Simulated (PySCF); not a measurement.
**Bonding in `C=CCC1COBOC1`**

Species: C₆H₁₁BO₂.
Numbering: `[CH2:1]=[CH:2][CH2:3][CH:4]1[CH2:5][O:6][BH:7][O:8][CH2:9]1` (hydrogens: H10, H11 on C1; H12 on C2; H13, H14 on C3; H15 on C4; H16, H17 on C5; H18 on B7; H19, H20 on C9)

Structure used (PBE0-D3(BJ)/def2-SVP), in Å, numbered top down from 1:
```xyz
20
C6H11BO2 angstrom
C     -3.615    0.176    0.277
C     -2.566   -0.479   -0.221
C     -1.397    0.168   -0.898
C     -0.077    0.037   -0.135
C      1.036    0.798   -0.840
O      2.287    0.623   -0.215
B      2.544   -0.510    0.489
O      1.642   -1.515    0.622
C      0.358   -1.410    0.047
H     -3.692    1.266    0.212
H     -4.439   -0.351    0.766
H     -2.541   -1.572   -0.134
H     -1.267   -0.272   -1.904
H     -1.613    1.239   -1.052
H     -0.209    0.480    0.869
H      0.814    1.878   -0.853
H      1.107    0.470   -1.893
H      3.620   -0.629    1.019
H     -0.342   -1.951    0.703
H      0.355   -1.928   -0.931
```

Bond orders from the PBE0/pcSseg-1 density (PySCF). The structure is a single PBE0-D3(BJ)/def2-SVP conformer in the gas phase; no vibrational or solvent corrections.

Question: How far do the computed orders between heavy atoms stray from the drawn ones?

Answer: The largest departure is 0.160, at O6–B7 (drawn single, 1.160) and B7–O8 (drawn single, 1.160). Drawn single, order above 1.12: O6–B7 (1.160) and B7–O8 (1.160). Drawn single, order below 0.88: O8–C9 (0.877).

Question: Give the Mayer order of every bond, beside its length.

Answer: 
| bond | drawn as | length (Å) | Mayer order |
| --- | --- | --- | --- |
| C1–C2 | double | 1.333 | 1.992 |
| C2–C3 | single | 1.497 | 1.035 |
| C3–C4 | single | 1.531 | 0.995 |
| C4–C5 | single | 1.522 | 1.017 |
| C5–O6 | single | 1.410 | 0.884 |
| O6–B7 | single | 1.358 | 1.160 |
| B7–O8 | single | 1.357 | 1.160 |
| O8–C9 | single | 1.410 | 0.877 |
| C9–C4 | single | 1.522 | 1.001 |
| C1–H10 | single | 1.095 | 0.953 |
| C1–H11 | single | 1.093 | 0.950 |
| C2–H12 | single | 1.097 | 0.947 |
| C3–H13 | single | 1.106 | 0.931 |
| C3–H14 | single | 1.103 | 0.947 |
| C4–H15 | single | 1.105 | 0.925 |
| C5–H16 | single | 1.102 | 0.950 |
| C5–H17 | single | 1.106 | 0.943 |
| B7–H18 | single | 1.205 | 0.975 |
| C9–H19 | single | 1.101 | 0.948 |
| C9–H20 | single | 1.107 | 0.945 |

By pair of heavy elements: C–C: lowest C3–C4 (0.995, 1.531 Å), highest C1–C2 (1.992, 1.333 Å). C–O: all 2 within 0.02 of one another (0.877 to 0.884). B–O: all 2 within 0.02 of one another (1.160 to 1.160).

Question: Sum the orders of all bonds at each heavy atom with more than one neighbour and set the sums beside the valence in the SMILES.

Answer: C1 3.895 (drawn 4), C2 3.974 (drawn 4), C3 3.908 (drawn 4), C4 3.938 (drawn 4), C5 3.794 (drawn 4), O6 2.044 (drawn 2), B7 3.295 (drawn 3), O8 2.037 (drawn 2), C9 3.771 (drawn 4). Orders between atoms that aren't bonded are not in these sums.

The Mayer order sums products of elements of PS (density times overlap matrix) between the two atoms' basis functions, so it depends on the basis set.
